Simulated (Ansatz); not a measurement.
Relaxation of CH8BNOSi (13 atoms, charge 0, multiplicity 1), to a largest force component of 0.02 eV/Å in at most 40 steps.

Level of theory: RKS CAM-B3LYP-D4/STO-3G in Ansatz.

```xyz
13
Properties=species:S:1:pos:R:3
B -1.236 1.848 1.131
N -1.031 0.400 0.952
Si 0.246 0.209 -0.271
C 0.684 -1.605 -0.528
O 1.617 -1.794 -1.501
H -1.179 2.407 2.183
H -1.626 2.548 0.207
H -1.855 0.003 0.536
H -0.123 0.833 -1.492
H 1.509 0.856 0.252
H 0.888 -2.090 0.461
H -0.303 -2.086 -0.871
H 2.427 -1.564 -1.045
```

Problem. Where does it end, and by what steps?

Solution. It converged. Limits of this set-up: minimal basis. After 33 steps the energy has fallen by 2.598 eV; H7 moved furthest, 1.89 Å.

```
step  energy less start (eV)  largest force component (eV/Å)  accepted
   0                  0.0000                           5.517       yes
   2                 -1.0162                           1.254       yes
   4                 -1.6298                           1.212       yes
   6                 -2.1647                           0.917       yes
   8                 -2.4521                           0.795       yes
  10                 -2.5363                           0.214       yes
  12                 -2.5551                           0.236       yes
  14                 -2.5690                           0.109       yes
  16                 -2.5787                           0.269       yes
  18                 -2.5884                           0.146       yes
  20                 -2.5891                           0.077       yes
  22                 -2.5950                           0.115       yes
  24                 -2.5965                           0.117       yes
  26                 -2.5977                           0.061       yes
  28                 -2.5982                           0.027       yes
  30                 -2.5983                           0.024       yes
  32                 -2.5983                           0.041        no
  33                 -2.5984                           0.005       yes
```

```xyz
13
Properties=species:S:1:pos:R:3
B -1.229 1.511 1.371
N -1.160 0.913 0.128
Si 0.300 0.369 -0.708
C 0.559 -1.487 -0.407
O 1.833 -2.014 -0.919
H -0.240 1.719 1.958
H -2.266 1.802 1.823
H -2.055 0.732 -0.369
H 0.140 0.631 -2.115
H 1.416 1.107 -0.177
H 0.434 -1.709 0.672
H -0.225 -2.058 -0.932
H 2.512 -1.550 -0.310
```

Time of the run: 110 s on 1 thread of Arm Neoverse V2 (shared host), peak memory 0.17 GiB.
